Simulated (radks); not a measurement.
The silicon anion Si4-, [Ar], held by a Watson sphere: a shell of charge +4 at radius R that stands for the Madelung well of a crystal (potential energy -4/R inside, -4/r outside, in hartree with lengths in bohr). Method: non-relativistic Kohn-Sham, PBEsol, spin-unpolarised, spherical densities, point nucleus; computed with a radial shooting solver on a logarithmic mesh with Libxc functionals. Response by self-consistent Sternheimer equations with the Hartree and adiabatic LDA kernel. The sphere does not respond.

| R (bohr) | e(2p) (eV) | e(3s) (eV) | e(3p) (eV) | <r> 3p (bohr) | sum of <r^2> (bohr^2) | X-ray form factor at sin(theta)/lambda = 0.3 1/angstrom | alpha (bohr^3) |
|---|---|---|---|---|---|---|---|
| 2.24 | -92.053 | -14.347 | -7.470 | 2.516 | 57.59 | 7.985 | 39.20 |
| 2.53 | -91.768 | -13.286 | -6.911 | 2.673 | 64.20 | 7.998 | 48.67 |
| 3.2 | -91.946 | -11.291 | -5.697 | 3.041 | 81.03 | 8.103 | 80.94 |
| 3.61 | -92.143 | -10.371 | -5.057 | 3.269 | 92.29 | 8.158 | 110.3 |
| 3.92 | -92.262 | -9.808 | -4.632 | 3.443 | 101.3 | 8.183 | 138.8 |
| 4.01 | -92.290 | -9.664 | -4.518 | 3.494 | 104.0 | 8.188 | 148.3 |
